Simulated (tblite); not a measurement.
Compound: C7H8O.
InChI=1S/C7H8O/c1-2-6-5-3-7(6)8-4-5/h1,5-7H,3-4H2/t5-,6-,7-/m1/s1

Computed with GFN2-xTB (tblite): harmonic, unscaled wavenumbers at the GFN2-xTB geometry, gas phase. The method is semi-empirical: single wavenumbers can be off by several per cent or more.

Harmonic wavenumbers (cm⁻¹): 136.6, 146.5, 345.2, 362.7, 419.9, 451.9, 517.2, 649.7, 655.4, 673.2, 867.2, 904.2, 924.5, 942.0, 964.4, 976.7, 980.7, 1009.8, 1043.2, 1055.6, 1076.3, 1098.8, 1125.6, 1133.8, 1162.6, 1195.1, 1204.6, 1224.0, 1231.6, 1279.1, 1309.4, 1465.6, 1498.0, 2287.1, 2923.9, 2950.2, 2951.4, 3017.3, 3037.5, 3040.7, 3052.8, 3400.7.

A = 5356, B = 1581, C = 1561 MHz; mass 108.058 u (most abundant isotopes); point group C1, symmetry number 1.

What is the zero-point energy?

½Σν̃ = 28346 cm⁻¹ = 81.05 kcal/mol.

What is S at 298.15 K and 1 bar for an ideal gas of classical rigid rotors and harmonic oscillators?

Translation 39.98, rotation 27.59, vibration 12.86: S = 80.4 cal/(mol K).

And Cp and H(298.15 K) − H(0)?

Cp = 28.40 cal/(mol K), of which vibrations give 20.45 (their classical limit is 42 R = 83.5); H(298.15 K) − H(0) = 4.77 kcal/mol without the zero-point energy, 2.40 from vibrations.

How do the functions run with temperature in this model?

```csv
T (K),S (cal/(mol K)),Cp (cal/(mol K)),H − H(0) (kcal/mol),G − H(0) (kcal/mol),ln q(vib)
150,66.3,15.1,1.61,-8.33,0.71
250,75.9,23.6,3.52,-15.45,1.80
400,90.2,38.2,8.17,-27.90,3.92
600,108.6,52.8,17.38,-47.80,7.30
900,132.8,65.8,35.35,-84.12,12.62
```

q(vib) and H(0) count from the zero-point level.

What must be added to the electronic energy to get the Gibbs energy at 298.15 K and 1 bar?

ZPE + [H(298.15 K) − H(0)] − T·S = 81.05 + 4.77 − 23.98 = 61.84 kcal/mol.

Hindered rotation and anharmonicity are outside this model. The structure is chiral; the term R ln 2 for an equal mix with its mirror image is left out.

The run took 1.6 s wall, 1.4 s CPU on one thread of an AMD EPYC (shared host). This covers the Hessian and the dipole derivatives.
